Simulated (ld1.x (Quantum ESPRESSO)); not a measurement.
C, RRKJ: configuration errors across variants

```
Element                 : C
Generator               : ld1.x (Quantum ESPRESSO) 7.5
Type                    : norm-conserving RRKJ (Kleinman–Bylander form)
Functional              : LDA (PZ)
Relativity              : scalar-relativistic
Frozen core             : [He]
Valence charge          : 4
Reference configuration : 2s2 2p0.5 (charge +1.5)
Partial waves           : 2p (bound): rc 1.55 bohr; 3d channel at 0.05 Ry: rc 1.40 bohr; 2s (bound): rc 1.15 bohr
Local potential         : the s channel
Core correction         : a·sin(br)/r model core inside 1.00 bohr
```

All-electron excitation energies from the reference (eV): (1) 2s2 2p2 -21.275; (2) 2s2 2p1 -10.288; (3) 2s2 2p0 13.972; (4) 2s2 2p2.3 -22.474; (5) 2s1 2p3 -13.034; (6) 2s1 2p0 61.942; (7) 2s0 2p4 -4.758; (8) 2s2 2p0.5 spin -0.118; (9) 2s2 2p2 spin -22.404.

Spin tests fill each open shell by Hund’s rule, majority spin first.

Errors AE − PS in meV (a dash: test not solved or not reliable):

| change | (1) | (2) | (3) | (4) | (5) | (6) | (7) | (8) | (9) | bound ghosts |
| --- | --- | --- | --- | --- | --- | --- | --- | --- | --- | --- |
| base | +55 | +14 | +27 | +61 | +98 | +182 | +161 | +16 | +167 | none |
| wave 2s (bound): rc 1.15 bohr becomes 2s (bound): rc 0.76 bohr | +62 | +15 | +29 | +69 | +120 | +182 | +207 | +17 | +178 | none |
| wave 2s (bound): rc 1.15 bohr becomes 2s (bound): rc 0.88 bohr | +55 | +14 | +27 | +61 | +100 | +183 | +164 | +16 | +168 | none |
| wave 2s (bound): rc 1.15 bohr becomes 2s (bound): rc 0.96 bohr | +54 | +14 | +26 | +59 | +96 | +183 | +158 | +16 | +166 | none |
| wave 2s (bound): rc 1.15 bohr becomes 2s (bound): rc 1.26 bohr | +59 | +14 | +28 | +66 | +106 | +179 | +174 | +16 | +172 | none |
| wave 2s (bound): rc 1.15 bohr becomes 2s (bound): rc 1.38 bohr | +67 | +16 | +29 | +76 | +121 | +171 | +197 | +16 | +181 | none |
| wave 2s (bound): rc 1.15 bohr becomes 2s (bound): rc 1.48 bohr | +73 | +17 | +30 | +83 | +131 | +166 | +213 | +16 | +187 | none |
| wave 2s (bound): rc 1.15 bohr becomes 2s (bound): rc 1.58 bohr | +84 | +18 | +32 | +97 | +152 | +155 | +243 | +16 | +198 | none |
| wave 2s (bound): rc 1.15 bohr becomes 2s (bound): rc 1.74 bohr | +104 | +22 | +36 | +121 | +186 | +134 | +294 | +16 | +219 | none |

**Question.** Give the same row for: wave 2s (bound): rc 1.15 bohr becomes 2s (bound): rc 1.12 bohr.

**Answer.** +54, +14, +27, +60, +97, +182, +159, +16, +167; bound ghosts: none.
